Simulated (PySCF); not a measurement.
C₅H₄O₂.
Numbering: `[CH2:1]=[C:2]1[CH:3]=[C:4]1[O:5][CH:6]=[O:7]` (hydrogens: H8, H9 on C1; H10 on C3; H11 on C6)

Torsions of this conformer, `[CH2:1]=[C:2]1[CH:3]=[C:4]1[O:5][CH:6]=[O:7]`: C3–C4–O5–C6 -1°, C4–O5–C6–O7 0°.

The closed-shell ground state was solved at several levels (PySCF, density fitting, gas phase, non-relativistic). The structure is a single PBE0-D3(BJ)/def2-SVP conformer in the gas phase; no vibrational or solvent corrections.

| level | basis functions | HOMO (eV) | LUMO (eV) | gap (eV) | dipole (D) |
| --- | --- | --- | --- | --- | --- |
| B3LYP/pcJ-1 | 229 | -5.84 | -1.53 | 4.31 | 1.60 |
| PBE0/def2-SVPD | 178 | -6.11 | -1.41 | 4.70 | 1.55 |
| PBE0/pcSseg-1 | 139 | -6.07 | -1.27 | 4.80 | 1.63 |

(1) What might PBE0/pcSseg-2 (308 basis functions) give for the same quantities?

(2) Over all these levels, which gives the widest orbital gap and which the narrowest?

(3) How much does the basis alone move the frontier levels among the 3 PBE0 rows (the withheld one included)?

(4) How far do the dipole and the HOMO energy spread over the levels?

Results:

(1) HOMO -6.09 eV, LUMO -1.36 eV, gap 4.73 eV, dipole 1.66 D.

(2) PBE0/pcSseg-1 (global hybrid, 25 % exact exchange) has the widest, 4.80 eV, and B3LYP/pcJ-1 (global hybrid, 20 % exact exchange) the narrowest, 4.31 eV. Functional and basis both differ between the two, so the spread mixes both effects.

(3) The HOMO by 0.04 eV and the LUMO by 0.14 eV. By rising basis size (HOMO, LUMO in eV): pcSseg-1 -6.07, -1.27; def2-SVPD -6.11, -1.41; pcSseg-2 -6.09, -1.36.

(4) The dipole runs from 1.55 to 1.66 D (mean 1.61 D) and the HOMO from -6.11 to -5.84 eV.
